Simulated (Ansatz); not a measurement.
Ansatz results at the PBE0-D4/def2-TZVP geometry: HOMO energy (PBE0/def2-TZVPP) -7.45 eV; HOMO–LUMO gap (PBE/def2-TZVPP) 4.64 eV; HOMO energy (PBE/def2-TZVPP) -6.20 eV.

Each molecule was computed in one conformer, which needn't be the lowest.

(1) Which molecule gave them?
A. `C[SiH2][N](C)[AlH2]`
B. `BCC(B)C`
C. `C[SiH](C)[NH][AlH2]`
D. `B[O][AlH][CH3]`

## Answers

(1) C. The others give `B[O][AlH][CH3]`: -7.84, 4.89, -6.44; `BCC(B)C`: -8.15, 5.70, -7.00; `C[SiH2][N](C)[AlH2]`: -7.09, 4.23, -5.87.
